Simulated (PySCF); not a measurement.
CH$_{3}$Cl$_{3}$Si (SMILES C[Si](Cl)(Cl)Cl), singlet, geometry from GFN2-xTB; PBE0/6-31G* (PySCF).

Input for PySCF:
```python
from pyscf import gto, scf, dft

mol = gto.Mole()
mol.atom = '''
    C    -2.08539302   -0.43002418    0.05735758
    Si   -0.22565362   -0.04653152    0.00620648
    Cl    0.68040569   -1.19502435   -1.39062803
    Cl    0.06775652    1.90072752   -0.45554951
    Cl    0.60976201   -0.42568869    1.80882858
    H    -2.26630565   -1.46926637    0.31744164
    H    -2.59468576    0.18660249    0.79274175
    H    -2.55221147   -0.24599592   -0.90628735
'''
mol.basis = '6-31g*'
mol.verbose = 4
mol.build()

mf = dft.RKS(mol)
mf.xc = 'pbe0'
mf.kernel()
```

Output, abridged:

```
PySCF version 2.14.0

[INPUT] verbose = 4
[INPUT] num. atoms = 8
[INPUT] num. electrons = 74
[INPUT] charge = 0
[INPUT] spin (= nelec alpha-beta = 2S) = 0
[INPUT] symmetry False subgroup None
[INPUT] Mole.unit = angstrom
[INPUT] Symbol           X                Y                Z      unit          X                Y                Z       unit  Magmom
[INPUT]  1 C     -2.085393020000  -0.430024180000   0.057357580000 AA   -3.940821669880  -0.812627927141   0.108390117368 Bohr   0.0
[INPUT]  2 Si    -0.225653620000  -0.046531520000   0.006206480000 AA   -0.426423540817  -0.087931828960   0.011728547398 Bohr   0.0
[INPUT]  3 Cl     0.680405690000  -1.195024350000  -1.390628030000 AA    1.285780407696  -2.258268733686  -2.627906117843 Bohr   0.0
[INPUT]  4 Cl     0.067756520000   1.900727520000  -0.455549510000 AA    0.128041265954   3.591854450224  -0.860863810080 Bohr   0.0
[INPUT]  5 Cl     0.609762010000  -0.425688690000   1.808828580000 AA    1.152283200064  -0.804435038425   3.418190622486 Bohr   0.0
[INPUT]  6 H     -2.266305650000  -1.469266370000   0.317441640000 AA   -4.282696993054  -2.776511043334   0.599877760133 Bohr   0.0
[INPUT]  7 H     -2.594685760000   0.186602490000   0.792741750000 AA   -4.903245465709   0.352627600262   1.498064795008 Bohr   0.0
[INPUT]  8 H     -2.552211470000  -0.245995920000  -0.906287350000 AA   -4.822980690274  -0.464864916560  -1.712634881658 Bohr   0.0

nuclear repulsion = 440.805403368068
number of shells = 44
number of NR pGTOs = 243
number of NR cGTOs = 92
basis = 6-31g*
ecp = {}

******** <class 'pyscf.dft.rks.RKS'> ********
method = RKS
initial guess = minao
damping factor = 0
level_shift factor = 0
DIIS = <class 'pyscf.scf.diis.CDIIS'>
diis_start_cycle = 1
diis_space = 8
diis_damp = 0
SCF conv_tol = 1e-09
SCF conv_tol_grad = None
SCF max_cycles = 50
direct_scf = True
direct_scf_tol = 1e-13
XC library pyscf.dft.libxc version 7.1.2
    S. Lehtola, C. Steigemann, M. J. T. Oliveira, and M. A. L. Marques,  SoftwareX 7, 1–5 (2018)
XC functionals = pbe0
    C. Adamo and V. Barone,  J. Chem. Phys. 110, 6158 (1999)
    M. Ernzerhof and G. E. Scuseria,  J. Chem. Phys. 110, 5029 (1999)
radial grids:
    Treutler-Ahlrichs [JCP 102, 346 (1995); DOI:10.1063/1.469408] (M4) radial grids

becke partition: Becke, JCP 88, 2547 (1988); DOI:10.1063/1.454033
pruning grids: <function nwchem_prune>
grids dens level: 3
symmetrized grids: False
atomic radii adjust function: <function treutler_atomic_radii_adjust>
small_rho_cutoff = 0
Set gradient conv threshold to 3.16228e-05
Initial guess from minao.
tot grids = 119368
init E= -1709.93638757122
  HOMO = -0.360685079322858  LUMO = -0.0242228516670999  gap/eV = 9.15560
cycle= 1 E= -1709.41349473941  delta_E= 0.523  |g|= 0.448  |ddm|= 2.71
  HOMO = -0.319590506192972  LUMO = -0.00674955406109001  gap/eV = 8.51284
cycle= 2 E= -1709.40001341688  delta_E= 0.0135  |g|= 0.503  |ddm|= 1.15
  HOMO = -0.334933013214029  LUMO = 0.0168333399765204  gap/eV = 9.57205
cycle= 3 E= -1709.47160532794  delta_E= -0.0716  |g|= 0.0422  |ddm|= 0.63
  HOMO = -0.340567655764898  LUMO = 0.00994177027557708  gap/eV = 9.53785
cycle= 4 E= -1709.4720733341  delta_E= -0.000468  |g|= 0.0101  |ddm|= 0.0584
  HOMO = -0.340489308231144  LUMO = 0.011120889923951  gap/eV = 9.56780
cycle= 5 E= -1709.47209699661  delta_E= -2.37e-05  |g|= 0.00443  |ddm|= 0.0157
  HOMO = -0.340031918126831  LUMO = 0.0113959359290652  gap/eV = 9.56284
cycle= 6 E= -1709.47210260612  delta_E= -5.61e-06  |g|= 0.000229  |ddm|= 0.00537
  HOMO = -0.340067952754222  LUMO = 0.0113467725046279  gap/eV = 9.56248
cycle= 7 E= -1709.47210262312  delta_E= -1.7e-08  |g|= 3.71e-05  |ddm|= 0.000419
  HOMO = -0.340066496433614  LUMO = 0.0113494987515259  gap/eV = 9.56252
cycle= 8 E= -1709.4721026235  delta_E= -3.8e-10  |g|= 8.26e-06  |ddm|= 5.55e-05
  HOMO = -0.340065973852945  LUMO = 0.0113495543941013  gap/eV = 9.56250
Extra cycle  E= -1709.4721026235  delta_E= -9.09e-12  |g|= 5.57e-06  |ddm|= 1.62e-05
converged SCF energy = -1709.4721026235
```
